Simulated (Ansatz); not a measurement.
This geometry of AlClH6N2 (10 atoms, charge 0, multiplicity 1) is a first-order saddle point.

Level of theory: RKS PBE/def2-SVP in Ansatz.

```xyz
10
Properties=species:S:1:pos:R:3
Al -0.056 0.381 -0.017
H -0.267 0.050 1.775
Cl 1.796 -0.534 -0.538
N -1.497 0.085 -1.031
H -1.632 -0.775 -1.566
H -2.388 0.578 -0.944
N 0.123 2.110 0.771
H 1.049 2.552 0.835
H -0.591 2.844 0.680
H -0.115 1.055 1.692
```

**Question.** Which two structures does it join? (They come from a converged band through this point; their orientation in space is the band's.)

**Answer.** Bonds broken: Al1–H2, N7–H10. Bonds formed: H2–H10. AlClH6N2 becomes AlClH4N2 + H2.

Initial state:

```xyz
10
Properties=species:S:1:pos:R:3
Al -0.070 0.037 0.192
H -0.191 -0.892 1.493
Cl 1.845 0.118 -0.837
N -1.542 0.238 -0.862
H -2.340 -0.392 -0.735
H -1.445 0.415 -1.867
N 0.042 1.946 0.989
H 0.888 2.429 0.653
H -0.785 2.437 0.614
H 0.020 2.008 2.016
```

Final state:

```xyz
10
Properties=species:S:1:pos:R:3
Al -0.011 0.667 -0.694
H -0.074 0.397 3.402
Cl 1.786 -0.295 -1.278
N -1.545 0.093 -1.378
H -1.620 -0.707 -2.010
H -2.470 0.490 -1.202
N 0.096 2.015 0.466
H 0.977 2.388 0.824
H -0.687 2.566 0.822
H -0.033 0.730 2.706
```

**Question.** How far does it lie above each of them?

**Answer.** 1.25 eV above the first and 0.59 eV above the second. This is the barrier of this one path; another mechanism may lie lower. The orbitals stay closed-shell, which can raise the energy where a bond breaks towards radicals; this wasn't checked here.

The run took 3.7 min on 2 threads of AMD EPYC 7R43 64-Core Processor (Zen 3) (shared host), peak memory 0.15 GiB.
